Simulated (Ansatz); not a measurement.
Several settings on one geometry of Cr(NH)2Cl2 (CrN₂Cl₂H₂) (that of the charge 0 singlet, PBE0-D4/def2-SVP). Ansatz on 4 threads of Arm Neoverse V1 on a shared host; times are rough.

Cartesian coordinates in Å:
```
Cr -0.3878 0.0063 -0.2719
N -0.3651 -0.0038 1.3009
H 0.1701 -0.0173 2.1731
N 1.0987 -0.0083 -0.7862
H 2.1011 -0.0237 -0.5805
Cl -1.2835 1.8498 -0.9049
Cl -1.3335 -1.8030 -0.9305
```

Totals from different functionals, basis sets or treatments of relativity can't be compared as stabilities.

The 6-31G sets use Cartesian d functions. Correlated methods freeze 17 core orbitals; core or outer-core shells of Cr are correlated, in sets that lack core-valence functions.

The spins typed aren't always the lowest for that charge.

Q: Give the basis size and estimate the energy, ⟨S²⟩, dipole and time of these runs.

```
run                             method  charge    state                                                                                                                                                                      further keys
  1  RKS r2SCAN50-D3(BJ)-ATM/def2-SVPD       0  singlet                                                                                                                         fitting: {mean_field: def2-universal-jkfit}; forces asked
  2               UKS BHLYP-D4/pcseg-2       0  triplet                                                                                                                                                                                 –
  3                RKS B2GP-PLYP/6-31G       0  singlet                                                                                                                                                  scf: {lower_state_search: light}
  4            RKS revPBE0-D4/def2-SVP       0  singlet  final_grid: {core_spheres: 20, valence_spheres: 16, degree: 47}; pseudopotentials: {relativity: none}; accuracy: high; scf: {omitted_lower_state_checks: [starts]}; forces asked
```

A: 
```tsv
run	functions	energy (Eh)	⟨S²⟩	dipole (D)	wall time
1	144	-2074.7657	–	5.04	5.5 s
2	212	-2075.4813	2.33	–	2.1 min
3	77	-2074.4968	–	–	2.3 s
4	105	-2074.7786	–	4.65	6.5 s
```

The restricted singlet is unstable towards broken spin symmetry at other levels; at RKS r2SCAN50-D3(BJ)-ATM/def2-SVPD, RKS revPBE0-D4/def2-SVP this wasn't settled. At UKS BHLYP-D4/pcseg-2 the charge 0 triplet is spin-contaminated (final ⟨S²⟩ up to 2.33, 2.00 for a pure state). At RKS B2GP-PLYP/6-31G the restricted singlet is unstable: a solution with broken spin symmetry lies lower.
